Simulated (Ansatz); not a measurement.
The same atomization along the group C, Si, Ge, Sn.

Gas-phase electronic energies from Ansatz, PBE0-D4/def2-TZVP geometries. CBS: MP2 limit from def2 TZ/QZ plus the TZ coupled-cluster correction, frozen cores. This one scheme is used for every species, atoms too. For atomizations the MP2-based limit and the directly extrapolated one differ by several kJ/mol either way, and by 10 to 25 for some Ge, Se and Sn compounds, so smaller differences from it don't rank the levels. DFT in def2-TZVPP. No spin–orbit coupling; open shells (•) take unrestricted orbitals. Spin–orbit coupling would lower the free atoms: a little for C, Cl, F, Si; clearly for Ge; strongly for Sn. def2 core potentials past Kr. Bonds to Ge, Sn are less sure, by a few kJ/mol each and by 10 to 20 or more in all where they break to atoms, as the def2 sets lack core-valence functions. Scalar relativity is left out up to krypton.

```tsv
reaction	CCSD(T)/CBS(def2) (kJ/mol)
`F[C](F)Cl`• → Cl• + 2 F• + C•	1286
`F[Si](F)Cl`• → Cl• + 2 F• + Si•	1513
`[F][Ge]([F])[Cl]`• → Cl• + 2 F• + Ge•	1255
`[F][Sn]([F])[Cl]`• → Cl• + 2 F• + Sn•	?
```

Fill in the missing values. (Best estimate.)

Computed: `[F][Sn]([F])[Cl]`• → Cl• + 2 F• + Sn•: +1181.3 kJ/mol.

Largest T1 diagnostic: 0.017, for `[F][Sn]([F])[Cl]`•.
